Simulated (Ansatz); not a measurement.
CH5ClO2Si2, SMILES `O=C([SiH3])[SiH](O)Cl`. Total charge 0; spin multiplicity 1. All single points use the PBE0-D4/def2-TZVP geometry. It is one conformer, not always the lowest.

```xyz
11

O     0.510   -0.368   -1.682
C     0.162   -0.315   -0.517
Si    0.651   -1.731    0.710
Si   -0.766    1.306   -0.025
O    -0.890    2.167   -1.397
Cl    0.437    2.185    1.389
H     0.667   -3.018   -0.027
H     1.998   -1.413    1.246
H    -0.334   -1.762    1.823
H    -2.098    1.128    0.589
H    -0.336    1.822   -2.109
```

What is the dipole moment at B3LYP/def2-TZVPP? (Best estimate.)

Ansatz gave: 1.56 D, with components (-0.30, -1.38, 0.65) D in this frame, pointing from negative to positive charge.

And with PBE, r2SCAN, ωB97M-V? (Estimate.)

Ansatz gave: PBE 1.35 D, r2SCAN 1.43 D, ωB97M-V 1.56 D.

Give the Mulliken charges with B3LYP, PBE, r2SCAN in def2-TZVPP. (Estimate.)

Ansatz gave: 
```tsv
atom	B3LYP	PBE	r2SCAN
O1	-0.28	-0.23	-0.30
C2	0.04	0.07	0.06
Si3	0.25	0.18	0.26
Si4	0.61	0.50	0.63
O5	-0.38	-0.34	-0.41
Cl6	-0.24	-0.21	-0.24
H7	-0.04	-0.03	-0.05
H8	-0.04	-0.03	-0.04
H9	-0.05	-0.04	-0.06
H10	-0.07	-0.07	-0.08
H11	0.21	0.20	0.22
```

B3LYP here is the variant with VWN-RPA as its local correlation; programs differ in this.
